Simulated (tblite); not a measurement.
A tight-binding relaxation on `O=CC#C[Si@@H](P)[SiH3]`.

Computed with GFN2-xTB geometry optimisation, gas phase (tblite 0.8.0). Start geometry: from a force field or distance geometry. The command runs a driver script over a list of jobs; the input below is this job's line of settings and its coordinates in Å.

Command:
```bash
OMP_NUM_THREADS=1 python probes_run.py task.json out
```

Input:
```
{"job": {"kind": "relax", "xc": "GFN2-xTB", "basis": "xTB"}, "charge": 0, "multiplicity": 1}
O      3.861200     1.298600     0.518700
C      3.434700     0.438100    -0.245400
C      2.034000     0.178400    -0.364300
C      0.843800    -0.013400    -0.479600
Si    -0.995800    -0.319600    -0.600800
Si    -2.181700     1.334100     0.469100
P     -1.373000    -2.320700     0.282100
H      4.104300    -0.194600    -0.846500
H     -1.375200    -0.403600    -2.040800
H     -3.645300     1.087300     0.371100
H     -1.898000     2.665900    -0.129600
H     -1.825900     1.380600     1.918300
H     -0.331300    -3.009100    -0.360200
H     -0.652400    -2.122200     1.485600
```

Q: Give the output.

A: 
```
step      E/eV     max force
  0    -541.94350    1.915
  1    -541.97848    2.048
  2    -542.01898    0.539
  3    -542.02493    0.972
  4    -542.03588    0.264
  5    -542.04128    0.279
  6    -542.04865    0.235
  7    -542.05152    0.183
  8    -542.05517    0.194
  9    -542.05731    0.167
... (72 lines left out)
 82    -542.07684    0.096
 83    -542.07692    0.067
 84    -542.07705    0.035
 85    -542.07709    0.024
 86    -542.07715    0.024
 87    -542.07719    0.036
 88    -542.07730    0.060
 89    -542.07739    0.053
 90    -542.07746    0.036
 91    -542.07749    0.009
```

«max force» is the largest atomic force in eV/Å.

Q: From which step on does the largest force stay under 0.1 eV/Å, and how much energy is left to gain from there?

A: From step 82 (0.096 eV/Å), 0.7 meV above the end.

In short: energy lowered by 3.1 kcal/mol over 91 steps; largest atomic force 0.009 eV/Å at the end.

Q: Where do the atoms end?

A: 0.270 Å rms from the input after alignment:
```
atom  x, y, z in Å
O1     3.9647    0.7022    0.7832
C2     3.4120    0.3942   -0.2410
C3     2.0090    0.2012   -0.4029
C4     0.8172    0.0380   -0.5584
Si5   -1.0049   -0.3118   -0.6486
Si6   -2.2095    1.3347    0.4742
P7    -1.3143   -2.3533    0.2669
H8     3.9742    0.2235   -1.1831
H9    -1.2612   -0.4971   -2.0876
H10   -3.6453    1.0569    0.3988
H11   -1.9647    2.6390   -0.1390
H12   -1.8403    1.4132    1.8886
H13   -0.0771   -2.8511   -0.0955
H14   -0.8604   -1.9900    1.5223
```

The run took 1.2 s of wall time on Arm Neoverse N1, one thread, shared host with 64 logical CPUs at a one-minute load of 61.
Labels such as C1 count atoms from 1, the log's own numbers from 0.
